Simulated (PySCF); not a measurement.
# Two-component Hartree-Fock for Eu(45+) (europium, charge +45)

Start: [Ar]. Calculated with PySCF 2.14 in an uncontracted even-tempered set (18 s from 11 bohr⁻², ratio 2.4; 14 p from 14 bohr⁻², ratio 2.4; 4 d from 54 bohr⁻², ratio 2.6; 4 f from 80 bohr⁻², ratio 2.6): generalised Hartree-Fock with the X2C-1e Hamiltonian and a Gaussian nucleus; one run each with spin-orbit coupling (SO) switched off, then screened by Boettger's factors.

```
spinor shell  electrons  ε, spin-free (eV)  ε, screened SO (eV)  weight of nominal j (screened SO)  rms radius, screened SO (bohr)
       1s1/2          2           -51588.0             -51580.0                              1.000                          0.0254
       2s1/2          2           -10864.0             -10861.6                              1.000                           0.102
       2p1/2          2            -9987.6             -10452.1                              1.000                          0.0869
       2p3/2          4            -9987.6              -9788.0                              1.000                          0.0929
       3s1/2          2            -4158.6              -4157.9                              1.000                           0.247
       3p1/2          2            -3875.8              -3990.4                              1.000                           0.236
```

Where does 3p3/2 lie, and what is the 3p spin-orbit splitting (screened SO)?

At -3825.9 eV, 164.46 eV above 3p1/2.

| quantity | spin-free | screened SO |
| --- | --- | --- |
| E (hartree) | -9029.54198 | -9036.01568 |
| M_J | 0 | 0 |
| ⟨J²⟩ | 0.000 | 0.000 |
| ⟨L²⟩ | 0.000 | 0.027 |
| ⟨S²⟩ | 0.000 | 0.027 |

Breit and QED terms are absent; they matter most for the inner s and p1/2 levels.

Densities and radii are taken from the X2C orbitals without a picture-change correction, which distorts them close to the nucleus.

Without spin-orbit coupling the j labels of p, d and f shells carry no meaning; the spin-free column gives the mean over the occupied spinors of each nl shell.
